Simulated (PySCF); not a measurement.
C$_{2}$H$_{9}$BGe (SMILES C[B](C)[GeH3]), singlet, at a GFN2-xTB geometry, atoms displaced at random by about 0.08 Å a coordinate; PySCF with HF/STO-3G, gradient by finite differences.

PySCF was given this input:
```python
from pyscf import gto, scf

mol = gto.M(
    atom='''
B    -1.030955    0.195427    0.169604
Ge    0.918690   -0.033611   -0.391910
H     1.313481   -1.518908   -0.763218
H     1.489474    0.531673   -1.479869
H     2.154640    0.081233    0.602215
C    -1.337323   -0.600816    1.508529
H    -1.597945   -1.536671    1.270597
H    -2.592697   -0.192966    2.239167
H    -0.565691   -0.569571    2.438611
C    -1.837679    1.194780   -0.384341
H    -2.840825    1.288327    0.000854
H    -1.864509    0.990159   -1.562458
H    -1.592993    2.189513   -0.321986
''',
    basis='sto-3g',
    charge=0,
    spin=0,
    verbose=4,
)

mf = scf.RHF(mol)
mf.conv_tol = 1e-11
mf.kernel()
scan, done = mf.as_scanner(), []
scan.scf_summary = {}
def energy(d):
    c = mol.atom_coords()
    c[11, 0] += d
    e = scan(mol.set_geom_(c, unit='Bohr', inplace=False))
    done.append(scan.converged)
    return e
h = 1e-5
fd = (energy(h) - energy(-h)) / (2 * h)
print('dE/dx =', fd)
```

The log (banner, timings and long lists left out):

```
PySCF version 2.14.0

[INPUT] verbose = 4
[INPUT] num. atoms = 13
[INPUT] num. electrons = 58
[INPUT] charge = 0
[INPUT] spin (= nelec alpha-beta = 2S) = 0
[INPUT] symmetry False subgroup None
[INPUT] Mole.unit = angstrom
[INPUT] Symbol           X                Y                Z      unit          X                Y                Z       unit  Magmom
[...]
nuclear repulsion = 243.033821135263
number of shells = 26
number of NR pGTOs = 126
number of NR cGTOs = 42
basis = sto-3g
ecp = {}

******** <class 'pyscf.scf.hf.RHF'> ********
method = RHF
initial guess = minao
damping factor = 0
level_shift factor = 0
DIIS = <class 'pyscf.scf.diis.CDIIS'>
diis_start_cycle = 1
diis_space = 8
diis_damp = 0
SCF conv_tol = 1e-11
SCF conv_tol_grad = None
SCF max_cycles = 50
direct_scf = True
direct_scf_tol = 1e-13
Set gradient conv threshold to 3.16228e-06
Initial guess from minao.
init E= -2153.69182542703
[...]
cycle= 1 E= -2155.92035289806  delta_E= -2.23  |g|= 0.465  |ddm|= 3.93
[...]
cycle= 2 E= -2156.01669315885  delta_E= -0.0963  |g|= 0.0803  |ddm|= 0.944
[...]
cycle= 3 E= -2156.02024664102  delta_E= -0.00355  |g|= 0.0225  |ddm|= 0.165
[...]
cycle= 4 E= -2156.02058076592  delta_E= -0.000334  |g|= 0.00503  |ddm|= 0.0598
[...]
cycle= 5 E= -2156.02059288111  delta_E= -1.21e-05  |g|= 0.00103  |ddm|= 0.00903
[...]
cycle= 6 E= -2156.02059375209  delta_E= -8.71e-07  |g|= 0.000164  |ddm|= 0.00285
[...]
cycle= 7 E= -2156.02059378439  delta_E= -3.23e-08  |g|= 5.46e-05  |ddm|= 0.000515
[...]
cycle= 8 E= -2156.02059378906  delta_E= -4.67e-09  |g|= 1.86e-05  |ddm|= 0.000197
[...]
cycle= 9 E= -2156.02059378965  delta_E= -5.87e-10  |g|= 4.03e-06  |ddm|= 8.11e-05
[...]
cycle= 10 E= -2156.02059378967  delta_E= -1.96e-11  |g|= 8.98e-07  |ddm|= 1.53e-05
[...]
cycle= 11 E= -2156.02059378967  delta_E= -4.09e-12  |g|= 1.88e-07  |ddm|= 2.75e-06
[...]
Extra cycle  E= -2156.02059378967  delta_E= 1.36e-12  |g|= 8.97e-08  |ddm|= 3.55e-07
converged SCF energy = -2156.02059378967
Create scanner for <class 'pyscf.scf.hf.RHF'>

WARN: Mole.unit (angstrom) is changed to Bohr

New geometry
   1 B     -1.030955000000   0.195427000000   0.169604000000 AA   -1.948222596751   0.369303507345   0.320505109631 Bohr
   2 Ge     0.918690000000  -0.033611000000  -0.391910000000 AA    1.736072493377  -0.063515584773  -0.740602565478 Bohr
   3 H      1.313481000000  -1.518908000000  -0.763218000000 AA    2.482119359820  -2.870320128411  -1.442272993338 Bohr
[...]
Extra cycle  E= -2156.02059370391  delta_E= -1.36e-12  |g|= 5.54e-08  |ddm|= 2.48e-07
converged SCF energy = -2156.02059370391

WARN: Mole.unit (angstrom) is changed to Bohr

New geometry
   1 B     -1.030955000000   0.195427000000   0.169604000000 AA   -1.948222596751   0.369303507345   0.320505109631 Bohr
   2 Ge     0.918690000000  -0.033611000000  -0.391910000000 AA    1.736072493377  -0.063515584773  -0.740602565478 Bohr
   3 H      1.313481000000  -1.518908000000  -0.763218000000 AA    2.482119359820  -2.870320128411  -1.442272993338 Bohr
   4 H      1.489474000000   0.531673000000  -1.479869000000 AA    2.814697929660   1.004716357826  -2.796547110234 Bohr
   5 H      2.154640000000   0.081233000000   0.602215000000 AA    4.071679497033   0.153508122277   1.138021418105 Bohr
   6 C     -1.337323000000  -0.600816000000   1.508529000000 AA   -2.527174210082  -1.135377691257   2.850706660964 Bohr
   7 H     -1.597945000000  -1.536671000000   1.270597000000 AA   -3.019678412118  -2.903887333562   2.401080344694 Bohr
   8 H     -2.592697000000  -0.192966000000   2.239167000000 AA   -4.899487253981  -0.364652891353   4.231412377164 Bohr
   9 H     -0.565691000000  -0.569571000000   2.438611000000 AA   -1.069001061131  -1.076333198495   4.608306914352 Bohr
  10 C     -1.837679000000   1.194780000000  -0.384341000000 AA   -3.472710014865   2.257806979108  -0.726299228441 Bohr
  11 H     -2.840825000000   1.288327000000   0.000854000000 AA   -5.368381217818   2.434585188883   0.001613826110 Bohr
  12 H     -1.864514291772   0.990159000000  -1.562458000000 AA   -3.523421366787   1.871129329773  -2.952617701136 Bohr
  13 H     -1.592993000000   2.189513000000  -0.321986000000 AA   -3.010320488349   4.137579916175  -0.608465355944 Bohr

******** <class 'pyscf.scf.hf.RHF_Scanner'> ********
method = RHF_Scanner
initial guess = minao
damping factor = 0
level_shift factor = 0
DIIS = <class 'pyscf.scf.diis.CDIIS'>
diis_start_cycle = 1
diis_space = 8
diis_damp = 0
SCF conv_tol = 1e-11
SCF conv_tol_grad = None
SCF max_cycles = 50
direct_scf = True
direct_scf_tol = 1e-13
Set gradient conv threshold to 3.16228e-06
init E= -2156.02059386262
[...]
cycle= 1 E= -2156.02059387537  delta_E= -1.27e-08  |g|= 7.71e-07  |ddm|= 5.15e-06
[...]
cycle= 2 E= -2156.02059387537  delta_E= 9.09e-13  |g|= 2.6e-07  |ddm|= 1.28e-06
[...]
Extra cycle  E= -2156.02059387536  delta_E= 6.37e-12  |g|= 9.51e-08  |ddm|= 4.47e-07
converged SCF energy = -2156.02059387536
dE/dx = 0.008572806109441444
```
